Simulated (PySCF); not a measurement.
Compound: C₆H₁₀NP.
SMILES with atom numbers: `[CH3:1][CH2:2][c:3]1[cH:4][n:5]([CH3:6])[cH:7][p:8]1`

Geometry (GFN2-xTB, Å), atoms numbered from 1 in this order:
```xyz
18
C6H10NP angstrom
C     -2.7214   -0.3609    0.7737
C     -2.0421    0.1206   -0.5081
C     -0.5824   -0.2094   -0.4885
C      0.3834    0.5881    0.0545
N      1.6292    0.0548    0.0016
C      2.7909    0.7267    0.5176
C      1.6494   -1.1652   -0.5762
P      0.1104   -1.7222   -1.0928
H     -3.7864   -0.1420    0.7499
H     -2.5877   -1.4351    0.8834
H     -2.2840    0.1298    1.6406
H     -2.1752    1.2010   -0.6089
H     -2.5124   -0.3635   -1.3665
H      0.2456    1.5619    0.4921
H      3.6753    0.1182    0.3373
H      2.6901    0.8934    1.5931
H      2.9214    1.6939    0.0267
H      2.5871   -1.6838   -0.6740
```

Definitions: NICS(0) = −σiso at the ring centroid; NICS(1) = −σiso and NICS(1)zz = −σzz at ±1 Å along the ring normal z. Level: GIAO PBE0/pcSseg-1 (PySCF, non-relativistic, gas phase) on the GFN2-xTB geometry, one conformer.

Ring bond lengths (Å), with Mayer bond orders in brackets: C3–C4 1.365 (1.49), C4–N5 1.356 (1.10), N5–C7 1.350 (1.21), C7–P8 1.716 (1.42), P8–C3 1.770 (1.23).

What do the NICS probes read (ppm)?

| ring | type | NICS(0) | NICS(1), two faces | NICS(1)zz, two faces | rms pucker (Å) | centre to ring atoms, mean (Å) |
| --- | --- | --- | --- | --- | --- | --- |
| C3–C4–N5–C7–P8 | 5-membered ring with N and P; formal bonds all aromatic | -12.5 | -10.8 / -11.0 | -26.1 / -27.1 | 0.00 | 1.28 |

What can be read from them?

- C3–C4–N5–C7–P8: mean NICS(1)zz -26.6 ppm, shielded.

What does the geometric index give? HOMA takes Krygowski's 1993 parameters.

- C3–C4–N5–C7–P8: HOMA 0.83; the largest term is that of P8–C3, α(R − Ropt)² = 0.62.

Give the inner angles of the rings and the Hirshfeld charges of the ring atoms.

- C3–C4–N5–C7–P8: C3 111.0° (-0.078 e), C4 113.9° (-0.035 e), N5 112.7° (+0.003 e), C7 114.1° (-0.089 e), P8 88.3° (-0.011 e); sum 540.0° against 540° for a flat convex ring.

What are the shieldings of the ring atoms and their hydrogens in the same run (means over atoms taken as equivalent)?

```csv
atoms,environment,σ isotropic (ppm),"principal values of the symmetric part, first atom (ppm)"
C3,substituted aromatic carbon,23.6,"-76.5, -1.8, 149.2"
C4,aromatic CH next to a ring nitrogen,56.1,"-22.7, 72.0, 119.0"
N5,pyrrole-type nitrogen,74.9,"-22.4, 76.5, 170.6"
C7,aromatic CH next to a ring nitrogen,26.9,"-98.5, 61.4, 117.8"
P8,phosphorus bonded to 2 C,204.5,"63.0, 118.3, 432.3"
H14,aromatic hydrogen,24.47,"20.7, 24.3, 28.4"
H18,aromatic hydrogen,24.05,"21.8, 23.1, 27.3"
```
